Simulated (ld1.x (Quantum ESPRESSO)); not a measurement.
## Ranking TM potentials for bismuth (Bi)

All share these settings but for the change named:

ld1.x (Quantum ESPRESSO) 7.5 input, shortened:

```
&input
   title='Bi', zed=83., rel=1, dft='PBE', iswitch=3,
   config='[Xe] 4f14 5d10 6s2 6p3'
 /
 &inputp
   pseudotype=2, tm=.true., lloc=1,
   nlcc=.false.
 /
2
6S  1  0   2.00   0.00  1.65  1.65  0.0
6P  2  1   3.00   0.00  2.30  2.30  0.0
 &test
   configts(1)='6s2 6p3'
 /
```

Cutoff: the first of the cutoffs (Ry, on a coarse ladder) from which the occupation-weighted sum of valence levels, in a spherical-Bessel basis at the reference potential, stays within 10 and 1 mRy of its value at 400 Ry; the density cutoff is not measured.

The base gives 30 Ry.

Of 7 variants that were run, those that failed, showed a ghost or another fault, or gave nearly equal values are left out.

A variant can come out equal or close to the base.

Rank these variants from softest to hardest (loose cutoff).
A. wave 6s (bound): rc 1.65 bohr becomes 6s (bound): rc 1.54 bohr
B. all radii scaled by about 1.30 (s 2.14, p 2.98 bohr)
C. wave 6p (bound): rc 2.30 bohr becomes 6p (bound): rc 2.94 bohr

B (25 Ry), C (30 Ry), A (50 Ry).
